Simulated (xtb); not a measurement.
Na₂, singlet, from a rough starting geometry (GFN-xTB shapes and energies of metal compounds can be far from the true ones); GFN2-xTB in xtb 6.7.1.

The xtb input:
```
$ xtb mol.xyz --gfn 2 --opt vtight --json

# file mol.xyz
2

Na    -0.00453110    -0.04868474    -1.38662814
Na    -0.05038342     0.02647249     1.31911101
```

Problem. What does xtb print? Leave out banner, timings and long lists.

Solution. 
```
   ID    Z sym.   atoms
    1   11 Na     1, 2

           -------------------------------------------------
          |                Calculation Setup                |
           -------------------------------------------------

           -------------------------------------------------
          |                 G F N 2 - x T B                 |
           -------------------------------------------------

          ...................................................
          :                      SETUP                      :
          :.................................................:
          :  # basis functions                   8          :
          :  # atomic orbitals                   8          :
          :  # shells                            4          :
          :  # electrons                         2          :
          :  max. iterations                   250          :
          :  Hamiltonian                  GFN2-xTB          :
          :  restarted?                      false          :
          :  GBSA solvation                  false          :
          :  PC potential                    false          :
          :  electronic temp.          300.0000000     K    :
          :  accuracy                    1.0000000          :
          :  -> integral cutoff          0.2500000E+02      :
          :  -> integral neglect         0.1000000E-07      :
          :  -> SCF convergence          0.1000000E-05 Eh   :
          :  -> wf. convergence          0.1000000E-03 e    :
          :  Broyden damping             0.4000000          :
          :  net charge                          0          :
          :  unpaired electrons                  0          :
          ...................................................

 iter      E             dE          RMSdq      gap      omega  full diag
   1     -0.4211074 -0.421107E+00  0.393E+01    2.31       0.0  T
   2     -0.4222715 -0.116405E-02  0.216E+01    2.36       1.0  T
   3     -0.4227360 -0.464524E-03  0.124E+00    2.41       1.0  T
   4     -0.4227403 -0.435717E-05  0.698E-01    2.43       1.0  T
   5     -0.4227414 -0.109554E-05  0.928E-03    2.43       7.6  T
   6     -0.4227414 -0.249224E-09  0.117E-03    2.43      60.5  T
   7     -0.4227414 -0.366801E-11  0.342E-05    2.43    2069.5  T
   8     -0.4227414 -0.399680E-14  0.635E-10    2.43  100000.0  T

   *** convergence criteria satisfied after 8 iterations ***

         :::::::::::::::::::::::::::::::::::::::::::::::::::::
         ::                     SUMMARY                     ::
         :::::::::::::::::::::::::::::::::::::::::::::::::::::
         :: total energy              -0.415621581401 Eh    ::
         :: gradient norm              0.002141617918 Eh/a0 ::
         :: HOMO-LUMO gap              2.430746203258 eV    ::
         ::.................................................::
         :: SCC energy                -0.422741437812 Eh    ::
         :: -> isotropic ES            0.000000211276 Eh    ::
         :: -> anisotropic ES          0.003353732507 Eh    ::
         :: -> anisotropic XC          0.004291973741 Eh    ::
         :: -> dispersion             -0.000184363074 Eh    ::
         :: repulsion energy           0.007119856410 Eh    ::
         :: add. restraining           0.000000000000 Eh    ::
         :: total charge              -0.000000000000 e     ::
         :::::::::::::::::::::::::::::::::::::::::::::::::::::

      -----------------------------------------------------------
     |                   =====================                   |
     |                        A N C O P T                        |
     |                   =====================                   |
     |               Approximate Normal Coordinate               |
     |                Rational Function Optimizer                |
      -----------------------------------------------------------
      -----------------------------------------------------------
[...]
 * total energy  :    -0.4156216 Eh     change        0.4440892E-15 Eh
 * total energy  :    -0.4156290 Eh     change       -0.7399071E-05 Eh
 * total energy  :    -0.4156520 Eh     change       -0.2306190E-04 Eh
 * total energy  :    -0.4156575 Eh     change       -0.5453315E-05 Eh
 * total energy  :    -0.4156575 Eh     change       -0.1003750E-07 Eh
   *** GEOMETRY OPTIMIZATION CONVERGED AFTER 5 ITERATIONS ***
[...]

   *** convergence criteria satisfied after 3 iterations ***

         :::::::::::::::::::::::::::::::::::::::::::::::::::::
         ::                     SUMMARY                     ::
         :::::::::::::::::::::::::::::::::::::::::::::::::::::
         :: total energy              -0.415657505723 Eh    ::
         :: gradient norm              0.000000634148 Eh/a0 ::
         :: HOMO-LUMO gap              2.406907051879 eV    ::
         ::.................................................::
         :: SCC energy                -0.422078753494 Eh    ::
         :: -> isotropic ES            0.000000213090 Eh    ::
         :: -> anisotropic ES          0.003395051603 Eh    ::
         :: -> anisotropic XC          0.004423896528 Eh    ::
         :: -> dispersion             -0.000184332619 Eh    ::
         :: repulsion energy           0.006421247771 Eh    ::
         :: add. restraining           0.000000000000 Eh    ::
         :: total charge               0.000000000000 e     ::
         :::::::::::::::::::::::::::::::::::::::::::::::::::::

           -------------------------------------------------
          |                Property Printout                |
           -------------------------------------------------

    * Orbital Energies and Occupations

         #    Occupation            Energy/Eh            Energy/eV
      -------------------------------------------------------------
         1        2.0000           -0.1966442              -5.3510 (HOMO)
         2                         -0.1081920              -2.9441 (LUMO)
         3                         -0.0868699              -2.3638
         4                         -0.0868699              -2.3638
         5                          0.0555628               1.5119
         6                          0.1267372               3.4487
         7                          0.1267372               3.4487
         8                          4.0469044             110.1219
      -------------------------------------------------------------
                  HL-Gap            0.0884522 Eh            2.4069 eV
             Fermi-level           -0.1524181 Eh           -4.1475 eV

     #   Z          covCN         q      C6AA      α(0)
     1  11 Na       0.979    -0.000    80.214    29.144
     2  11 Na       0.979     0.000    80.214    29.144

 Mol. C6AA /au·bohr⁶  :        320.854149
 Mol. C8AA /au·bohr⁸  :      41749.694968
 Mol. α(0) /au        :         58.288663

Wiberg/Mayer (AO) data.
largest (>0.10) Wiberg bond orders for each atom

 ---------------------------------------------------------------------------
     #   Z sym  total        # sym  WBO       # sym  WBO       # sym  WBO
 ---------------------------------------------------------------------------
     1  11 Na   1.000 --     2 Na   1.000
     2  11 Na   1.000 --     1 Na   1.000
 ---------------------------------------------------------------------------

Topologies differ in total number of bonds
Writing topology from bond orders to xtbtopo.mol

molecular dipole:
                 x           y           z       tot (Debye)
 q only:       -0.000       0.000       0.000
   full:        0.000       0.000       0.000       0.000
molecular quadrupole (traceless):
                xx          xy          yy          xz          yz          zz
 q only:        0.000      -0.000       0.000      -0.000      -0.000      -0.000
  q+dip:       -6.248      -0.009      -6.239      -0.318       0.521      12.487
   full:       -3.535      -0.005      -3.530      -0.180       0.295       7.065

optimized geometry written to: xtbopt.xyz

           -------------------------------------------------
          | TOTAL ENERGY               -0.415657505723 Eh   |
          | GRADIENT NORM               0.000000634148 Eh/α |
          | HOMO-LUMO GAP               2.406907051879 eV   |
           -------------------------------------------------

normal termination of xtb
```
